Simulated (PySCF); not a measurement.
Species: C5H7FO4.
Atom-mapped SMILES: `[CH3:1][CH2:2][O:3][C@@:4]1([F:5])[CH2:6][O:7][C:8](=[O:9])[O:10]1`

Probes without a nucleus sit at each ring's centroid and 1 Å off its mean plane on both sides; NICS is minus the shielding there, NICSzz its component along the normal. Level: GIAO PBE0/pcSseg-1 (PySCF, non-relativistic, gas phase) on the GFN2-xTB geometry, one conformer.

Ring bond lengths (Å), with Mayer bond orders in brackets: C4–C6 1.544 (1.01), C6–O7 1.407 (0.88), O7–C8 1.339 (1.07), C8–O10 1.363 (1.01), O10–C4 1.393 (0.93).

**Question.** Give the NICS values of each ring in ppm.

**Answer.** 
```json
{"ring": "C4–C6–O7–C8–O10", "type": "5-membered ring with 2 O; formal bonds all single", "NICS(0)": "-7.5", "NICS(1), two faces": "-3.2 / -2.7", "NICS(1)zz, two faces": "-4.4 / -4.0", "rms pucker (Å)": "0.01", "centre to ring atoms, mean (Å)": "1.20"}
```

**Question.** What can be read from them?

**Answer.** 
- C4–C6–O7–C8–O10: mean NICS(1)zz -4.2 ppm, shielded. C4, C6 have four or more neighbours, so the value isn't read as a sign of a π ring current.

**Question.** What is the mean of the two in-plane components of NICS at the second NICS(1) probe listed for ring C4–C6–O7–C8–O10, 1 Å off the ring?

**Answer.** The isotropic value is a third of the trace: (3 × -2.7 − (-4.0))/2 = -2.1 ppm.

Shape of the structure used: `[CH3:1][CH2:2][O:3][C@@:4]1([F:5])[CH2:6][O:7][C:8](=[O:9])[O:10]1`: C1–C2–O3–C4 176°, C2–O3–C4–F5 61°.
